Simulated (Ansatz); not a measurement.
Basis-set series for CH$_{3}$AlO$_{2}$S, SMILES `O=[C](S)[AlH][OH]`. Total charge 0; spin multiplicity 1. The structure was optimised at the PBE0-D4/def2-TZVP level. It is one conformer, not always the lowest.

| functional | basis | functions | energy (Eh) | HOMO (eV) | LUMO (eV) |
| --- | --- | --- | --- | --- | --- |
| PBE0-D4 | def2-SVP | 93 | -830.21487 | -6.79 | -1.85 |
| PBE0-D4 | def2-TZVPP | 219 | -830.67224 | -6.94 | -2.03 |
| ωB97M-V | def2-SVP | 93 | -830.57368 | -8.91 | 0.12 |
| ωB97M-V | def2-TZVPP | 219 | -831.03550 | -9.10 | -0.12 |

Task: Give the rows for def2-QZVPP. (An estimate is asked.)

Result: Ansatz gave: 
| functional | basis | functions | energy (Eh) | HOMO (eV) | LUMO (eV) |
| --- | --- | --- | --- | --- | --- |
| PBE0-D4 | def2-QZVPP | 401 | -830.70312 | -6.98 | -2.07 |
| ωB97M-V | def2-QZVPP | 401 | -831.06496 | -9.15 | -0.23 |
